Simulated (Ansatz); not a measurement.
One change: `CC[SiH](Cl)OC` becomes `CO[SiH](S)Cl`.

Ansatz, PBE0-D4/def2-TZVP geometries, multiplicity 1. Each molecule was computed in one conformer, which needn't be the lowest.

```tsv
property	`CC[SiH](Cl)OC`
size of the dipole moment (ωB97M-V/def2-TZVPP) / D	1.29
LUMO energy (PBE0/def2-TZVPP) / eV	0.85
HOMO energy (B3LYP/def2-TZVPP) / eV	-8.09
LUMO energy (PBE/def2-TZVPP) / eV	-0.02
HOMO energy (PBE/def2-TZVPP) / eV	-6.87
HOMO–LUMO gap (ωB97M-V/def2-TZVPP) / eV	13.04
```

What does the change do to each property? (Best estimate.)

The calculation gave: 
| property | `CO[SiH](S)Cl` | shift |
| --- | --- | --- |
| size of the dipole moment (ωB97M-V/def2-TZVPP) / D | 1.97 | 0.68 |
| LUMO energy (PBE0/def2-TZVPP) / eV | 0.12 | -0.73 |
| HOMO energy (B3LYP/def2-TZVPP) / eV | -7.58 | 0.51 |
| LUMO energy (PBE/def2-TZVPP) / eV | -0.85 | -0.83 |
| HOMO energy (PBE/def2-TZVPP) / eV | -6.59 | 0.28 |
| HOMO–LUMO gap (ωB97M-V/def2-TZVPP) / eV | 12.11 | -0.93 |

With PBE0 the HOMO rises by 0.43 eV and the LUMO falls by 0.73 eV, so the gap narrows by about 1.16 eV. PBE moves the HOMO by 0.28 eV and ωB97M-V by 0.48 eV. Dipoles are sizes alone; their direction can turn.

B3LYP here is the variant with VWN-RPA as its local correlation; programs differ in this.
